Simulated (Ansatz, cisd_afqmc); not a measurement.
Species: CH₃Cl₂Si, charge 0, doublet. CH3Cl2Si (SMILES [Si](C)(Cl)Cl, doublet).
B3LYP-D3(BJ)/def2-TZVP minimum from Ansatz (a program for electronic structure):
```
C
H 1 1.0903
H 1 1.0903 2 109.31
H 1 1.0925 2 109.07 3 119.17
Si 1 1.8726 2 110.12 4 119.74
Cl 5 2.0732 1 108.88 2 -178.95
Cl 5 2.0732 1 108.88 2 -60.44
```
Charge 0, spin multiplicity 2.

Total energies in cc-pV(T+d)Z, 25 correlated electrons, 16 frozen orbitals. Open shells are spin-unrestricted; no spin-orbit coupling. Correlated methods leave the cores frozen. No relativity. AFQMC/CISD: phaseless, guided by CISD from CCSD amplitudes; bars are statistical, one sigma. Outlying blocks are dropped, and bars are widened where a walk drifts. Over all cases where full CI ran beside it in this data, AFQMC minus full CI had a median of +0.1 mEh and passed +0.4 mEh in a tenth of the cases.

```tsv
method	program	energy (Eh)	minus AFQMC/CISD (mEh)
HF	Ansatz	-1247.70451	733.8 ± 0.6
MP2	Ansatz	-1248.35385	84.5 ± 0.6
CCSD	Ansatz	-1248.40482	33.5 ± 0.6
CCSD(T)	Ansatz	-1248.43489	3.4 ± 0.6
AFQMC/CISD	cisd_afqmc	-1248.4383 ± 0.0006	0.0
```
